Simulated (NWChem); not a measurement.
System: DMF (C3H7NO); SMILES CN(C)C=O

Here is an NWChem input.

```
start job
memory heap 200 mb stack 900 mb global 1100 mb
geometry units angstroms noautoz
  C      0.770340    -1.573301    -0.000429
  N      0.020792    -0.348584    -0.000298
  C     -1.416901    -0.426626    -0.001417
  C      0.632826     0.867050    -0.000068
  O      0.073174     1.939010    -0.000625
  H      1.846769    -1.348768     0.002293
  H      0.544804    -2.185765     0.890403
  H      0.548836    -2.183415    -0.893922
  H     -1.810599     0.597903    -0.000991
  H     -1.785763    -0.956809    -0.896354
  H     -1.787028    -0.958941     0.891651
  H      1.746020     0.766643     0.000784
end
basis spherical
  * library def2-tzvpd
end
dft
  xc r2scan
  iterations 150
  semidirect filesize 400000000
  mulliken
end
task dft energy
```

Parts of the log:

```
             Northwest Computational Chemistry Package (NWChem) 7.3.0
             --------------------------------------------------------

 CS  symmetry detected

                             Geometry "geometry" -> ""
                             -------------------------

 Output coordinates in angstroms (scale by  1.889725989 to convert to a.u.)

  No.       Tag          Charge          X              Y              Z
 ---- ---------------- ---------- -------------- -------------- --------------
    1 C                    6.0000     0.77651732    -1.57099537     0.00000000
    2 N                    7.0000     0.02310452    -0.34865219     0.00000000
    3 C                    6.0000    -1.41433519    -0.43123531     0.00000000
    4 C                    6.0000     0.63129546     0.86890908     0.00000000
    5 O                    8.0000     0.06825983     1.93909584     0.00000000
    6 H                    1.0000     1.85223305    -1.34306308     0.00000000
    7 H                    1.0000     0.55492870    -2.18298746     0.89216356
    8 H                    1.0000     0.55492870    -2.18298746    -0.89216356
    9 H                    1.0000    -1.81126728     0.59204496     0.00000000
   10 H                    1.0000    -1.78215016    -0.96364889    -0.89400277
   11 H                    1.0000    -1.78215016    -0.96364889     0.89400277
   12 H                    1.0000     1.74480138     0.77201904     0.00000000

 Effective nuclear repulsion energy (a.u.)     182.0679011491

      Symmetry information
      --------------------

 Group name             Cs
 Group number              2
 Group order               2
 No. of unique centers    10

                                 NWChem DFT Module
                                 -----------------

 Summary of "ao basis" -> "ao basis" (spherical)
 ------------------------------------------------------------------------------
       Tag                 Description            Shells   Functions and Types
 ---------------- ------------------------------  ------  ---------------------
 C                         def2-tzvpd               13       37   6s3p3d1f
 N                         def2-tzvpd               13       37   6s3p3d1f
 O                         def2-tzvpd               14       40   6s4p3d1f
 H                         def2-tzvpd                5        9   3s2p

      Symmetry analysis of basis
      --------------------------

        a'        166
        a"         85

            General Information
            -------------------
          SCF calculation type: DFT
          Wavefunction type:  closed shell.
          No. of atoms     :    12
          No. of electrons :    40
           Alpha electrons :    20
            Beta electrons :    20
          Charge           :     0
          Spin multiplicity:     1
          Use of symmetry is: on ; symmetry adaption is: on
          Maximum number of iterations: 150
          AO basis - number of functions:   251
                     number of shells:   101
          Convergence on energy requested:  1.00D-06
          Convergence on density requested:  1.00D-05
          Convergence on gradient requested:  5.00D-04

              XC Information
              --------------
                      r^2SCAN Method XC Functional
               r^2SCAN metaGGA Exchange Functional  1.000
                     r^2SCAN Correlation Potential  1.000

             Grid Information
             ----------------
          Grid used for XC integration:  medium
          Radial quadrature: Mura-Knowles
          Angular quadrature: Lebedev.
          Tag              B.-S. Rad. Rad. Pts. Rad. Cut. Ang. Pts.
          ---              ---------- --------- --------- ---------
          C                   0.70       49          13.0       434
          N                   0.65       49          10.0       434
          O                   0.60       49          13.0       434
          H                   0.35       45          13.0       434
          Grid pruning is: on
          Number of quadrature shells:   470
          Spatial weights used:  Erf1

      Superposition of Atomic Density Guess
      -------------------------------------

 Sum of atomic energies:        -245.60864224

      Non-variational initial energy
      ------------------------------

 Total energy =    -248.687525
 1-e energy   =    -692.571223
 2-e energy   =     261.815797
 HOMO         =      -0.291565
 LUMO         =       0.029532

      Symmetry analysis of molecular orbitals - initial
      -------------------------------------------------

  Numbering of irreducible representations:

     1 a'          2 a"

  Orbital symmetries:

     1 a'          2 a'          3 a'          4 a'          5 a'
     6 a'          7 a'          8 a'          9 a'         10 a'
    11 a'         12 a'         13 a"         14 a"         15 a'
    16 a'         17 a"         18 a'         19 a'         20 a"
    21 a"         22 a'         23 a'         24 a'         25 a'
    26 a"         27 a'         28 a'         29 a"         30 a'

------------------------------------------------------------
EAF file 0: "./job.aoints.0" size=1506279424 bytes
------------------------------------------------------------
               write      read    awrite     aread      wait
               -----      ----    ------     -----      ----
     calls:     2873         0         0         0         0
   data(b): 1.51e+09  0.00e+00  0.00e+00  0.00e+00
   time(s): 0.00e+00  0.00e+00  0.00e+00  0.00e+00  0.00e+00
rate(mb/s): 0.00e+00  0.00e+00
------------------------------------------------------------

     ---------------------------------------------
      Total Density - Mulliken Population Analysis
     ---------------------------------------------

    Atom       Charge   Shell Charges
 -----------   ------   -------------------------------------------------------
    1 C    6     6.57   0.86  1.12  0.54  0.67  0.13  0.00  1.19  1.32  0.62  0.02  0.05  0.04  0.01
    2 N    7     6.89   0.82  1.16  0.54  0.80  0.05 -0.03  1.47  1.73  0.22  0.01  0.08  0.04  0.00
    3 C    6     6.60   0.86  1.12  0.54  0.67  0.14  0.00  1.20  1.32  0.64  0.02  0.05  0.02  0.01
    4 C    6     5.42   0.86  1.12  0.53  0.56  0.20  0.02  0.98  0.89  0.09  0.05  0.11 -0.03  0.02
    5 O    8     8.90   0.79  1.18  0.61  0.96  0.33  0.00  2.04  2.13  0.80  0.02  0.00  0.02  0.01  0.00
    6 H    1     0.80   0.24  0.45  0.07  0.02  0.01
    7 H    1     0.79   0.24  0.46  0.04  0.02  0.02
    8 H    1     0.79   0.24  0.46  0.04  0.02  0.02
    9 H    1     0.82   0.24  0.45  0.08  0.02  0.03
   10 H    1     0.78   0.24  0.46  0.04  0.02  0.02
   11 H    1     0.78   0.24  0.46  0.04  0.02  0.02
   12 H    1     0.85   0.24  0.47  0.11  0.02  0.01

   convergence    iter        energy       DeltaE   RMS-Dens  Diis-err
 ---------------- ----- ----------------- --------- --------- ---------
 d= 0,ls=0.0,diis     1   -248.3500089184 -4.30D+02  9.11D-03  1.16D+00
 d= 0,ls=0.0,diis     2   -247.6780300797  6.72D-01  7.06D-03  7.50D+00
 d= 0,ls=0.0,diis     3   -248.4561148976 -7.78D-01  1.24D-03  1.21D-01
 d= 0,ls=0.0,diis     4   -248.4599766387 -3.86D-03  5.36D-04  7.99D-02
 d= 0,ls=0.0,diis     5   -248.4681608452 -8.18D-03  1.28D-04  2.13D-03
  Resetting Diis
 d= 0,ls=0.0,diis     6   -248.4683645857 -2.04D-04  4.50D-05  2.02D-04
 d= 0,ls=0.0,diis     7   -248.4683897931 -2.52D-05  2.28D-05  7.79D-06
 d= 0,ls=0.0,diis     8   -248.4683871370  2.66D-06  1.35D-05  3.47D-05
 d= 0,ls=0.0,diis     9   -248.4683906549 -3.52D-06  3.47D-06  1.88D-06
 d= 0,ls=0.0,diis    10   -248.4683908486 -1.94D-07  6.86D-07  9.36D-08

         Total DFT energy =     -248.468390848557
      One electron energy =     -696.872222605103
           Coulomb energy =      300.616051809115
    Exchange-Corr. energy =      -34.280121201692
 Nuclear repulsion energy =      182.067901149123

 Numeric. integr. density =       39.999990078433

                  Occupations of the irreducible representations
                  ----------------------------------------------

                     irrep           alpha         beta
                     --------     --------     --------
                     a'               16.0         16.0
                     a"                4.0          4.0

                       DFT Final Molecular Orbital Analysis
                       ------------------------------------

 Vector   18  Occ=2.000000D+00  E=-3.526185D-01  Symmetry=a"
              MO Center=  3.3D-02,  8.9D-01,  3.3D-13, r^2= 2.7D+00
   Bfn.  Coefficient  Atom+Function         Bfn.  Coefficient  Atom+Function
  ----- ------------  ---------------      ----- ------------  ---------------
   157      0.298613   5 O  pz              120      0.257870   4 C  pz
   160      0.251589   5 O  pz              123      0.221364   4 C  pz
   163      0.145339   5 O  pz               83     -0.124504   3 C  pz
   226      0.095409  10 H  s               235     -0.095409  11 H  s
    86     -0.089034   3 C  pz               46      0.079685   2 N  pz

 Vector   19  Occ=2.000000D+00  E=-2.280401D-01  Symmetry=a'
              MO Center=  2.6D-01,  1.6D+00,  3.3D-13, r^2= 1.6D+00
   Bfn.  Coefficient  Atom+Function         Bfn.  Coefficient  Atom+Function
  ----- ------------  ---------------      ----- ------------  ---------------
   155      0.391807   5 O  px              158      0.326040   5 O  px
   161      0.239704   5 O  px              116     -0.184558   4 C  s
   156      0.184990   5 O  py              244     -0.167160  12 H  s
     5      0.161525   1 C  s               159      0.157360   5 O  py
   162      0.127959   5 O  py               42      0.108549   2 N  s

 Vector   20  Occ=2.000000D+00  E=-2.250568D-01  Symmetry=a"
              MO Center= -5.3D-02,  8.2D-02, -3.3D-13, r^2= 3.0D+00
   Bfn.  Coefficient  Atom+Function         Bfn.  Coefficient  Atom+Function
  ----- ------------  ---------------      ----- ------------  ---------------
    46      0.341526   2 N  pz               49      0.309240   2 N  pz
   157     -0.262871   5 O  pz               52      0.245168   2 N  pz
   160     -0.224303   5 O  pz               89     -0.183751   3 C  pz
    15     -0.167226   1 C  pz              163     -0.156805   5 O  pz
   199     -0.109475   7 H  s               208      0.109475   8 H  s

 Vector   21  Occ=0.000000D+00  E=-1.102835D-02  Symmetry=a"
              MO Center=  4.8D-01,  7.2D-01,  7.0D-14, r^2= 2.7D+00
   Bfn.  Coefficient  Atom+Function         Bfn.  Coefficient  Atom+Function
  ----- ------------  ---------------      ----- ------------  ---------------
   123      0.368329   4 C  pz              120      0.351573   4 C  pz
   126      0.337576   4 C  pz              157     -0.263323   5 O  pz
   160     -0.234197   5 O  pz               52     -0.232897   2 N  pz
    46     -0.202614   2 N  pz              163     -0.201550   5 O  pz
    49     -0.189782   2 N  pz              227      0.162188  10 H  s

 Vector   22  Occ=0.000000D+00  E= 8.729962D-03  Symmetry=a'
              MO Center=  2.0D-01, -1.3D+00,  1.0D-12, r^2= 1.0D+01
   Bfn.  Coefficient  Atom+Function         Bfn.  Coefficient  Atom+Function
  ----- ------------  ---------------      ----- ------------  ---------------
    43      7.565066   2 N  s                 6     -2.415425   1 C  s
   218     -2.412255   9 H  s               117     -2.191843   4 C  s
   116     -2.091354   4 C  s                 5     -1.837313   1 C  s
   245     -1.749786  12 H  s               154      1.697616   5 O  s
    79     -1.576190   3 C  s                80     -1.564558   3 C  s

 Vector   23  Occ=0.000000D+00  E= 4.160869D-02  Symmetry=a'
              MO Center= -2.4D-01, -6.9D-01,  1.5D-16, r^2= 1.4D+01
   Bfn.  Coefficient  Atom+Function         Bfn.  Coefficient  Atom+Function
  ----- ------------  ---------------      ----- ------------  ---------------
   191      3.947101   6 H  s               245      3.769701  12 H  s
    80      3.379776   3 C  s                 6     -3.082653   1 C  s
   218     -2.680007   9 H  s               154     -2.556675   5 O  s
   116     -2.061736   4 C  s               117      1.542388   4 C  s
   124     -1.493620   4 C  px               13     -1.478090   1 C  px

------------------------------------------------------------
EAF file 0: "./job.aoints.0" size=1771569152 bytes
------------------------------------------------------------
               write      read    awrite     aread      wait
               -----      ----    ------     -----      ----
     calls:     3379         9         0     30402     30402
   data(b): 1.77e+09  4.72e+06  0.00e+00  1.59e+10
   time(s): 0.00e+00  0.00e+00  0.00e+00  0.00e+00  0.00e+00
rate(mb/s): 0.00e+00  0.00e+00
------------------------------------------------------------

     ---------------------------------------------
      Total Density - Mulliken Population Analysis
     ---------------------------------------------

    Atom       Charge   Shell Charges
 -----------   ------   -------------------------------------------------------
    1 C    6     6.82   0.85  1.12  0.51  0.72  0.32 -0.01  1.30  1.22  0.68  0.02  0.05  0.04  0.01
    2 N    7     6.71   0.82  1.15  0.53  0.83  0.04 -0.05  1.57  1.66  0.09  0.01  0.08 -0.03  0.01
    3 C    6     6.85   0.85  1.12  0.51  0.71  0.32 -0.01  1.31  1.23  0.72  0.02  0.04  0.02  0.01
    4 C    6     5.68   0.86  1.12  0.54  0.57  0.15  0.01  1.25  0.99 -0.00  0.05  0.15 -0.02  0.02
    5 O    8     8.58   0.79  1.18  0.61  0.89  0.47  0.08  1.88  1.83  0.78  0.04  0.00  0.03 -0.00  0.00
    6 H    1     0.77   0.27  0.50 -0.04  0.02  0.01
    7 H    1     0.76   0.27  0.50 -0.07  0.02  0.03
    8 H    1     0.76   0.27  0.50 -0.07  0.02  0.03
    9 H    1     0.74   0.27  0.48 -0.06  0.02  0.03
   10 H    1     0.74   0.27  0.50 -0.07  0.02  0.02
   11 H    1     0.74   0.27  0.50 -0.07  0.02  0.02
   12 H    1     0.85   0.27  0.51  0.04  0.02  0.01

     -------------------------------------------
      Total Density - Lowdin Population Analysis
     -------------------------------------------

    Atom       Charge   Shell Charges
 -----------   ------   -------------------------------------------------------
    1 C    6     6.08   0.91  1.04  0.33  0.26  0.12  0.06  1.11  1.25  0.41  0.03  0.28  0.23  0.04
    2 N    7     7.22   0.89  1.06  0.37  0.31  0.12  0.07  1.38  1.47  0.55  0.01  0.26  0.70  0.02
    3 C    6     6.05   0.91  1.04  0.33  0.26  0.12  0.06  1.11  1.25  0.40  0.03  0.27  0.22  0.04
    4 C    6     6.35   0.91  1.03  0.33  0.24  0.11  0.07  1.06  1.05  0.34  0.08  0.66  0.35  0.12
    5 O    8     7.98   0.87  1.09  0.51  0.54  0.26  0.08  1.72  1.80  0.74  0.11  0.00  0.06  0.19  0.01
    6 H    1     0.92   0.24  0.34  0.11  0.06  0.17
    7 H    1     0.91   0.25  0.34  0.11  0.05  0.15
    8 H    1     0.91   0.25  0.34  0.11  0.05  0.15
    9 H    1     0.91   0.24  0.33  0.11  0.06  0.18
   10 H    1     0.91   0.24  0.34  0.11  0.05  0.15
   11 H    1     0.91   0.24  0.34  0.11  0.05  0.15
   12 H    1     0.87   0.24  0.33  0.12  0.05  0.13

     Multipole analysis of the density
     ---------------------------------

     L   x y z        total         alpha         beta         nuclear
     -   - - -        -----         -----         ----         -------
     0   0 0 0     -0.000000    -20.000000    -20.000000     40.000000

     1   1 0 0      0.150861      0.075431      0.075431      0.000000
     1   0 1 0     -1.544171     -0.772085     -0.772085      0.000000
     1   0 0 1      0.000000      0.000000      0.000000      0.000000

[...]
```

Level: r2SCAN/def2-TZVPD. Structure relaxed at the PBE0/def2-SVP level.
